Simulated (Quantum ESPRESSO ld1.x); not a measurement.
All-electron atom: S in [He] 2s2 2p4 3s2 3p6 (not the ground configuration). All-electron calculation, scalar-relativistic Kohn-Sham, LDA (Slater exchange, Perdew-Zunger correlation), spin-polarised, spherical densities, point nucleus; open shells are filled with parallel spins first. Program: ld1.x of Quantum ESPRESSO 7.5.

X-ray form factor f0, the Fourier transform of the density (f0(0) = 16):

sin(theta)/lambda (1/angstrom),f0 (electrons)
0.05,15.496
0.1,14.169
0.15,12.440
0.2,10.712
0.25,9.230
0.3,8.073
0.4,6.606
0.5,5.814
0.6,5.275
0.8,4.309
1,3.390
1.25,2.499
1.5,1.938
2,1.420
